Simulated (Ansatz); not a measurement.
`CC(C)[SiH3]` + `C[O][InH][CH3]` → `CC[O][InH][CH3]` + `CC[SiH3]` at 400 K and 1 bar (formal exchange of groups at a C–C bond).

Gas-phase electronic energies from Ansatz, PBE0-D4/def2-TZVP geometries. CBS: MP2 limit from def2 TZ/QZ plus the TZ coupled-cluster correction, frozen cores. def2 core potentials past Kr. For In outer-core shells are correlated without core-valence functions, which leaves a few kJ/mol of doubt a bond. One conformer a species, not always the lowest.

| species | CCSD(T)/CBS energy (Eh) | H − E (kJ/mol) | S (J/(mol·K)) |
| --- | --- | --- | --- |
| `CC(C)[SiH3]` | -409.25569 | 342.5 | 362.4 |
| `C[O][InH][CH3]` | -345.29152 | 251.2 | 406.6 |
| `CC[O][InH][CH3]` | -384.55850 | 331.4 | 439.9 |
| `CC[SiH3]` | -369.99568 | 262.4 | 326.3 |

H − E and S are ideal-gas, rigid-rotor, harmonic terms from PBE0-D4/def2-TZVP, for one conformer and one mirror image of each species. 1 Eh = 2625.50 kJ/mol, R = 8.31446 J/(mol·K).

Problem. By hand: ΔE, ΔH, ΔS and ΔG.

Solution. ΔE = (-384.55850) + (-369.99568) − (-409.25569) − (-345.29152) = -0.00697 Eh = -18.3 kJ/mol. Δ(H − E) = 331.4 + 262.4 − 342.5 − 251.2 = 0.1, so ΔH = -18.2 kJ/mol. ΔS = 439.9 + 326.3 − 362.4 − 406.6 = -2.8 J/(mol·K). ΔG = -18.2 − 400 × (-2.8)/1000 = -17.1 kJ/mol.

Problem. By hand: the equilibrium constant, and the temperature at which ΔG would vanish if ΔH and ΔS stayed fixed.

Solution. log₁₀ K = −ΔG/(RT ln 10) = 2.2. ΔG = 0 at ΔH/ΔS = 6500 K, far beyond where these terms or the molecules hold.

The number of gas molecules stays the same, so ΔS is small and ΔH decides. A doubt of 5 kJ/mol in ΔE shifts log₁₀ K by 0.7 here. Other conformers and mirror images would add mixing entropy, several J/(mol·K) or more a flexible species. Modes under 60 cm⁻¹, often nearly free rotors, make the harmonic entropy too high. These are equilibria of isolated gas molecules and say nothing of rates. Largest T1 diagnostic: 0.015 (customary marks: 0.02 for closed shells, 0.045 for open ones).
